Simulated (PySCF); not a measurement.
Compound: C6H9NSi.
Numbering: `[SiH3:1][CH2:2][c:3]1[cH:4][cH:5][cH:6][cH:7][n:8]1` (hydrogens: H9, H10, H11 on Si1; H12, H13 on C2; H14 on C4; H15 on C5; H16 on C6; H17 on C7)

Structure used (PBE0-D3(BJ)/def2-SVP), in Å, numbered top down from 1:
```
atom  x, y, z in Å
Si1    2.723    0.498    0.720
C2     1.531    0.201   -0.725
C3     0.103    0.201   -0.272
C4    -0.531   -0.977    0.153
C5    -1.846   -0.913    0.597
C6    -2.493    0.320    0.610
C7    -1.779    1.435    0.173
N8    -0.521    1.382   -0.254
H9     4.132    0.515    0.218
H10    2.418    1.799    1.383
H11    2.585   -0.603    1.722
H12    1.802   -0.751   -1.208
H13    1.677    1.015   -1.450
H14    0.007   -1.928    0.130
H15   -2.362   -1.818    0.929
H16   -3.526    0.420    0.949
H17   -2.252    2.424    0.166
```

Level: PBE0/def2-SVPD in PySCF, non-relativistic, on one gas-phase PBE0-D3(BJ)/def2-SVP geometry that isn't relaxed in the solvent. The solvent is an IEF-PCM continuum (Bondi radii, 1.10 Å for H, scaled by 1.2), and excitations are vertical TDDFT with non-equilibrium linear response and a frozen core. The model holds no explicit solvent molecules, cavitation or dispersion.

Gas-phase singlets (H = HOMO, L = LUMO):

| state | E (eV) | λ (nm) | f | leading configuration |
| --- | --- | --- | --- | --- |
| S1 | 4.869 | 255 | 0.005 | H-1→L 92% |
| S2 | 5.176 | 240 | 0.001 | H-1→L+1 93% |
| S3 | 5.308 | 234 | 0.073 | H→L 77% |
| S4 | 5.999 | 207 | 0.186 | H→L+1 80% |
| S5 | 6.700 | 185 | 0.006 | H→L+2 96% |

Give the list for cyclohexane (ε = 2.017), n² = 2.04.

```tsv
state	E (eV)	λ (nm)	f	leading configuration	change by rank (eV)
S1	4.920	252	0.007	H-1→L 94%	+0.051
S2	5.248	236	0.001	H-1→L+1 94%	+0.072
S3	5.268	235	0.115	H→L 81%	-0.040
S4	5.935	209	0.260	H→L+1 84%	-0.064
S5	6.715	185	0.010	H→L+2 95%	+0.015
```

What are the lowest 5 singlets in water (ε = 78.36)?

| state | E (eV) | λ (nm) | f | leading configuration | change by rank (eV) |
| --- | --- | --- | --- | --- | --- |
| S1 | 5.040 | 246 | 0.009 | H-1→L 94% | +0.171 |
| S2 | 5.265 | 236 | 0.113 | H→L 82% | +0.089 |
| S3 | 5.391 | 230 | 0.004 | H-1→L+1 96% | +0.083 |
| S4 | 5.948 | 208 | 0.238 | H→L+1 85% | -0.051 |
| S5 | 6.740 | 184 | 0.011 | H→L+2 94% | +0.040 |

The ground-state energy changes by -0.202 eV from gas to water. By how much does the total energy of gas-phase S1 change?

E(S1) = E(S0) + excitation energy, so it changes by -0.202 + 0.171 = -0.031 eV: it is lowered less than the ground state, which is what a blue shift means. This is the vertical state, with the slow part of the continuum still set for S0.

How do the frontier levels move from gas to water?

```
orbital  gas (eV)  solvent (eV)  change (eV)                    Löwdin shares, gas                Löwdin shares, solvent
 LUMO+2      0.53          0.61        +0.08   Si1 28 %, C2 10 %, H12 8 %, H14 7 %     Si1 32 %, C2 9 %, H9 8 %, H11 7 %
 LUMO+1     -0.54         -0.51        +0.03    C3 18 %, C6 18 %, C7 16 %, C4 16 %    C6 18 %, C3 17 %, C4 17 %, C7 16 %
   LUMO     -0.85         -0.87        -0.02    C5 24 %, N8 22 %, C7 12 %, C4 11 %    C5 24 %, N8 22 %, C7 12 %, C4 11 %
   HOMO     -7.20         -7.18        +0.02    C6 19 %, C4 16 %, C3 15 %, C7 14 %    C6 19 %, C4 16 %, C3 16 %, C7 14 %
 HOMO-1     -7.40         -7.59        -0.19     N8 56 %, C7 11 %, C3 10 %, C6 6 %     N8 55 %, C7 11 %, C3 10 %, C6 6 %
 HOMO-2     -8.31         -8.34        -0.03    C5 26 %, N8 25 %, C4 17 %, C7 10 %    C5 26 %, N8 24 %, C4 17 %, C6 10 %
 HOMO-3     -9.40         -9.41        -0.01  Si1 37 %, H10 23 %, H11 22 %, C2 8 %  Si1 36 %, H11 32 %, C2 10 %, H10 7 %
```

The HOMO–LUMO gap goes from 6.35 to 6.32 eV.
